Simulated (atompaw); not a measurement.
# An all-electron radial function and its pseudo partner (europium)

Columns: radius, all-electron u(r) and pseudo u(r) of the 5s shell (level -50.91 eV) of europium in the configuration [Kr] 4d10 4f7 5s2 5p6 5d0 6s1 6p0; PBE, scalar-relativistic, PAW (atompaw) scheme, atompaw 4.2.0.5.

| r (bohr) | all-electron | pseudo |
| --- | --- | --- |
| 0.106 | -0.0139 | 0.1087 |
| 0.212 | 0.3247 | 0.2189 |
| 0.317 | -0.1869 | 0.3307 |
| 0.423 | -0.5229 | 0.4460 |
| 0.529 | -0.4423 | 0.5621 |
| 0.635 | -0.1237 | 0.6757 |
| 0.740 | 0.2425 | 0.7811 |
| 0.846 | 0.5607 | 0.8744 |
| 0.952 | 0.7905 | 0.9485 |
| 1.058 | 0.9311 | 0.9978 |
| 1.163 | 0.9962 | 1.0185 |
| 1.269 | 1.0047 | 1.0097 |
| 1.375 | 0.9726 | 0.9731 |
| 1.481 | 0.9141 | 0.9141 |
| 1.587 | 0.8404 | 0.8404 |
| 1.692 | 0.7603 | 0.7603 |
| 1.798 | 0.6780 | 0.6780 |
| 1.904 | 0.5981 | 0.5981 |
| 2.010 | 0.5230 | 0.5230 |
| 2.115 | 0.4546 | 0.4546 |
| 2.221 | 0.3924 | 0.3924 |
| 2.327 | 0.3369 | 0.3369 |
| 2.433 | 0.2881 | 0.2881 |
| 2.538 | 0.2458 | 0.2458 |
| 2.644 | 0.2087 | 0.2087 |
| 2.750 | 0.1768 | 0.1768 |

(1) How many radial nodes do the two functions have?

(2) At about which radius was the pseudo-wave matched?

(3) Is the pseudo-wave norm-conserving?

Results:

(1) The all-electron 5s function has n − l − 1 = 4 (the table is too coarse to show those close to the nucleus); the pseudo-wave has 0, since the states of the same l below it are removed with the core.

(2) 1.55 bohr. The columns agree to 0.0005 from 1.38 bohr on; several derivatives are matched, so the curves merge somewhat inside the radius.

(3) No, it belongs to a PAW set: the norm inside the radius is not constrained, and the difference is carried by the augmentation charge.
